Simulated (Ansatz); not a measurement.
`[CH3][GaH][Cl]` + `C[NH][GeH3]` → `C[N](C)[GeH3]` + `[Cl][GaH2]`  (substitution at a C–Ga bond)

Isolated molecules relaxed with PBE0-D4/def2-TZVP in Ansatz; ΔE leaves out vibrations. CBS: MP2 limit from def2 TZ/QZ plus the TZ coupled-cluster correction, frozen cores. Functionals use def2-TZVPP. HSE06 is defined as in plane-wave codes. For Ga, Ge outer-core shells are correlated without core-valence functions, which leaves a few kJ/mol of doubt a bond. Scalar relativity is left out up to krypton.

(1) Is it downhill or uphill in electronic energy at CCSD(T)/CBS, and by how much? (Best estimate.)

(2) What do these levels give: PBE0-D4, r2SCANh-D4, HSE06, CCSD(T)/def2-TZVPP, HF/def2-QZVPP, SCS-MP2/def2-QZVPP? (An estimate is asked.)

Largest T1 diagnostic among the species: 0.012.

Results:

(1) The calculation gave: Uphill: ΔE = +0.73 eV.

(2) The calculation gave: PBE0-D4 0.68, r2SCANh-D4 0.70, HSE06 0.71, CCSD(T)/def2-TZVPP 0.69, HF/def2-QZVPP 0.66, SCS-MP2/def2-QZVPP 0.71 eV.

At CCSD(T), def2-SVP lies −0.22 eV from the extrapolated value and def2-TZVPP −0.04 eV. The D4 term adds −0.05 eV with B3LYP and −0.03 eV with PBE0; it sums over pairs of atoms, weighted by their polarisabilities, and B3LYP, whose exchange is more repulsive, gets the larger term.

B3LYP here is the variant with VWN-RPA as its local correlation; programs differ in this.
